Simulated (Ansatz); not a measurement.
C₄H₇ (SMILES [CH]1CCC1), doublet, geometry from GFN2-xTB; R2SCAN/pcseg-1 (Ansatz, a first-principles code).

Ansatz was given this input:
Ansatz 0.2 input:
```yaml
crystal:
  periodic: [false, false, false]
  atoms:
    - {symbol: C, position_ang: [0.00788728, 1.06774097, 0.04664582]}
    - {symbol: C, position_ang: [-0.00763800, -1.03399532, -0.04517160]}
    - {symbol: C, position_ang: [-1.08467578, 0.06806734, 0.00750974]}
    - {symbol: C, position_ang: [1.08556611, 0.05246214, -0.00224423]}
    - {symbol: H, position_ang: [0.01578849, 2.13736921, 0.09337410]}
    - {symbol: H, position_ang: [-0.01599358, -1.62576582, -0.95751018]}
    - {symbol: H, position_ang: [-0.00859656, -1.70312770, 0.81208260]}
    - {symbol: H, position_ang: [-1.73307724, 0.04050504, 0.89034144]}
    - {symbol: H, position_ang: [-1.74043106, 0.11741518, -0.86891810]}
    - {symbol: H, position_ang: [1.74141305, 0.01552159, 0.87472563]}
    - {symbol: H, position_ang: [1.73405923, 0.09243173, -0.88453390]}
basis:
  gaussian:
    orbitals: pcseg-1.json
    point_charges:
      - {charge: 1.0, position_ang: [3.5658, -0.8011, -3.7297]}
hamiltonian:
  xc: r2scan
magnetization: {spin_polarized: true, initial_magnetization: 1}
```
The basis file holds pcseg-1 in the JSON format of the Basis Set Exchange.

### Question
Predict the main parts of the log of this Ansatz run.

### Answer

```
Functional definition: r2SCAN
1047 factors; their error is unknown
mean field evaluation 1: about -4246.4428 eV, gradient 4.3e1 eV
mean field evaluation 2: about -4236.0441 eV, gradient 6.3e1 eV
mean field evaluation 4: about -4256.1848 eV, gradient 1.1e0 eV
mean field evaluation 8: about -4256.1950 eV, gradient 3.2e-2 eV
mean field evaluation 16: about -4256.0951 eV, gradient 1.3e-4 eV
mean field -4256.09512301 eV, -156.4086108856 hartree, gradient 5.9e-5 eV, S^2 0.756861; 0 other end points of the search recorded, 0 dependent functions left out
reference -4256.09513503 eV, -156.4086113273 hartree; 16, 15 occupied and 75, 76 virtual orbitals, 1047 factors
Total energy: -4256.09513503 eV, -156.4086113273 hartree
```
